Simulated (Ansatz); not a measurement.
Stepwise reaction of `[F][In]([F])[SH]` with water, as a gas-phase model of exchange steps in deposition or etching. ΔE in kJ/mol.

Gas-phase electronic energies from Ansatz, PBE0-D4/def2-TZVP geometries. CCSD(T)/CBS is the MP2 limit (def2-TZVPP, def2-QZVPP) plus CCSD(T) − MP2 in def2-TZVPP, frozen cores. This one scheme is used for every species. Functionals use def2-TZVPP. B3LYP here is the variant with VWN-RPA as its local correlation; programs differ in this. def2 core potentials past Kr. For In outer-core shells are correlated without core-valence functions, which leaves a few kJ/mol of doubt a bond. Each species was taken in one conformer, which may not be the lowest.

| step | reaction | PBE-D4 | B3LYP-D4 | ωB97M-V | CCSD(T)/CBS |
| --- | --- | --- | --- | --- | --- |
| 1 | `[F][In]([F])[SH]` + H₂O → `[OH][In]([F])[SH]` + H–F | 24.6 | 27.0 | 26.5 | 21.1 |
| 2 | `[OH][In]([F])[SH]` + H₂O → `[OH][In]([OH])[SH]` + H–F | 34.7 | 36.7 | 35.9 | 29.8 |

Question: By hand: ΔE of the 2 steps together at CCSD(T)/CBS.

Answer: (21.1) + (29.8) = 50.9 kJ/mol, or 25.5 kJ/mol a step.

In ΔE each step is higher than the one before. All are uphill at CCSD(T)/CBS. PBE-D4 differs from CCSD(T)/CBS by 3.5 to 4.9 kJ/mol a step. Isolated molecules leave out the surface, adducts and barriers. Largest T1 diagnostic: 0.016.
